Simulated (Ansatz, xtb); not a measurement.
Relative energy of two structures of F2H3InOSi

Structure X: a singlet given by its coordinates. Structure Y: `F[SiH](F)[O][InH2]`, a singlet. Both are isolated molecules in the gas phase, relaxed with PBE0-D4/def2-SVP; the shapes shown needn't be the lowest conformers.

X (Å):

```xyz
8

F    -1.2601    2.6262   -1.7124
F    -0.1926    3.0777    0.6001
In   -0.3137    0.6677    1.7218
O     0.0838    0.7294   -0.3251
Si    0.0302    2.2489   -0.8255
H     1.2151    2.8037   -1.5009
H    -1.9897    0.5047    2.0126
H     1.1516    0.6223    2.6014
```

Close contacts (Å): F1–Si5 1.61, F2–Si5 1.66, In3–O4 2.09, In3–Si5 3.02, O4–Si5 1.60, In3–H7 1.71, In3–H8 1.71, Si5–H6 1.47.

Y (Å):

```xyz
8

F    -2.6275    0.6413    2.3079
F    -0.9883   -1.1859    1.5716
In   -0.5223    1.9901   -0.7029
O    -0.3142    1.3600    1.2171
Si   -1.0484    0.3082    2.1894
H    -0.4737    0.2766    3.5465
H     0.6646    3.1755   -1.0251
H    -1.8019    1.2062   -1.5235
```

Q: Which of the two would you expect CCSD(T)/def2-SVP + ΔMP2/def2-TZVPP electronic energies to favour?

A: CCSD(T)/def2-SVP + ΔMP2/def2-TZVPP gives E(Y) − E(X) = −2.5 kcal/mol, favouring structure Y, but this leans on the basis-set step: CCSD(T) alone gives −0.6 kcal/mol.

The same difference at several levels:

| level | geometry | E(Y) − E(X) (kcal/mol) | departure from the last row (kcal/mol) | job, with rough time for the two |
| --- | --- | --- | --- | --- |
| PBE0-D4/def2-SVP | PBE0-D4/def2-SVP | −0.4 | +2.0 | optimisation, 39 s |
| HF/def2-SVP | PBE0-D4/def2-SVP | −3.5 | −1.1 | part of the CCSD(T) run |
| MP2/def2-SVP | PBE0-D4/def2-SVP | −0.5 | +1.9 | part of the CCSD(T) run |
| CCSD(T)/def2-SVP | PBE0-D4/def2-SVP | −0.6 | +1.8 | single point |
| CCSD(T)/def2-SVP + ΔMP2/def2-TZVPP | PBE0-D4/def2-SVP | −2.5 |  | single point, 37 s |

PBE0-D4/def2-SVP finds them nearly level. The largest departure from CCSD(T)/def2-SVP + ΔMP2/def2-TZVPP is that of PBE0-D4/def2-SVP, 2.0 kcal/mol. Levels run at GFN2-xTB geometries aren't shown. The last row adds to CCSD(T) the change of the MP2 difference between the two basis sets, here −1.8 kcal/mol.

With harmonic frequencies from PBE0-D4/def2-SVP (ideal gas, rigid rotor, one conformer each, 298.15 K, 1 atm): on the last row, ΔE + ΔZPE = −2.6 kcal/mol. A mode under 50 cm⁻¹ makes harmonic enthalpies and free energies unreliable, so none is given.

The correlated steps freeze 12 core orbitals; the filled d shell of In is correlated, in a basis made for valence electrons. Atoms past krypton carry core potentials in the def2 sets and no spin–orbit term is included. Run with Ansatz 0.2.0; the last row on 2 threads of Arm Neoverse V2 on a shared host.
